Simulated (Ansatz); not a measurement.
Relaxation of AlClH3NO (7 atoms, charge 0, multiplicity 1), to a largest force component of 0.02 eV/Å in at most 40 steps.

Theory: Ansatz 0.2.0, RKS PBE/def2-SVP.

```xyz
7
Properties=species:S:1:pos:R:3:forces:R:3
Al 0.000 0.000 0.000 -1.15 -0.02 -0.50
Cl 0.000 0.000 2.230 0.04 -0.05 -1.49
O 1.542 0.000 -0.890 -0.56 -1.43 0.58
H 1.841 -0.952 -1.045 -0.33 1.49 0.14
N -1.663 0.000 -0.960 1.37 -0.03 0.84
H -2.332 -0.816 -0.861 0.61 1.58 -0.31
H -1.912 0.816 -1.589 0.02 -1.54 0.74
```

**Question.** Where does it end, and by what steps?

**Answer.** The run converged. After 9 steps the energy has fallen by 0.831 eV; H7 moved furthest, 0.93 Å.

```
step  energy less start (eV)  largest force component (eV/Å)  accepted
   0                  0.0000                           1.578       yes
   1                 -0.4323                           1.146       yes
   2                 -0.6032                           1.169       yes
   3                 -0.7156                           0.368       yes
   4                 -0.7745                           0.201       yes
   5                 -0.7961                           0.311       yes
   6                 -0.8018                           0.267       yes
   7                 -0.8237                           0.106       yes
   8                 -0.8299                           0.067       yes
   9                 -0.8307                           0.006       yes
```

```xyz
7
Properties=species:S:1:pos:R:3
Al -0.040 -0.166 0.068
Cl -0.200 -0.199 2.170
O 1.544 -0.262 -0.571
H 1.760 -0.280 -1.515
N -1.529 -0.044 -0.889
H -2.459 0.002 -0.469
H -1.599 -0.003 -1.907
```

Whether the end is a true minimum wasn't checked by a vibrational analysis.

Time of the run: 27 s on 1 thread of Arm Neoverse V1, on a shared host, peak memory 0.14 GiB.
